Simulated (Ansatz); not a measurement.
One change: `O[SiH2][CH2][GaH2]` becomes `C[SiH2]C[SiH2]O`.

Ansatz, PBE0-D4/def2-TZVP geometries, multiplicity 1. Each molecule was computed in one conformer, which needn't be the lowest.

Scalar relativity is left out up to krypton.

| property | `O[SiH2][CH2][GaH2]` |
| --- | --- |
| HOMO–LUMO gap (PBE0/def2-TZVPP) / eV | 6.79 |
| HOMO energy (PBE0/def2-TZVPP) / eV | -7.46 |
| HOMO–LUMO gap (ωB97M-V/def2-TZVPP) / eV | 10.54 |
| LUMO energy (ωB97M-V/def2-TZVPP) / eV | 0.92 |
| HOMO energy (PBE/def2-TZVPP) / eV | -6.32 |
| HOMO–LUMO gap (PBE/def2-TZVPP) / eV | 4.82 |

Task: Give the same properties after the change, and the shifts. (An estimate is asked.)

Result: Computed: 
```tsv
property	`C[SiH2]C[SiH2]O`	shift
HOMO–LUMO gap (PBE0/def2-TZVPP) / eV	8.44	1.65
HOMO energy (PBE0/def2-TZVPP) / eV	-8.22	-0.76
HOMO–LUMO gap (ωB97M-V/def2-TZVPP) / eV	12.26	1.72
LUMO energy (ωB97M-V/def2-TZVPP) / eV	1.79	0.87
HOMO energy (PBE/def2-TZVPP) / eV	-6.84	-0.52
HOMO–LUMO gap (PBE/def2-TZVPP) / eV	6.20	1.38
```

With PBE0 the HOMO falls by 0.76 eV and the LUMO rises by 0.89 eV, so the gap widens by about 1.65 eV. PBE moves the HOMO by -0.52 eV and ωB97M-V by -0.84 eV.
